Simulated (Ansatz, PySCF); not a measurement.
BF2, SMILES F[B+]F, charge +1.

Geometry: PBE-D3(BJ)/def2-TZVP.

Two levels are set side by side: PBE/def2-TZVPD (Ansatz, a quantum-chemistry and plane-wave program) and EOM-CCSD/aug-cc-pVDZ (PySCF). PBE by ΔSCF, the other level by its IP root; same geometry, the bases differ. Differences are taken from unrounded values.

| quantity | PBE |
|---|---|
| vertical ionisation energy (eV) | 25.57 |

Q: These are the PBE values. What does EOM-CCSD give? (The exact figures need the calculation; the answer reports its results.)

A: 
```csv
quantity,EOM-CCSD,PBE minus EOM-CCSD
vertical ionisation energy (eV),26.32,-0.75
```
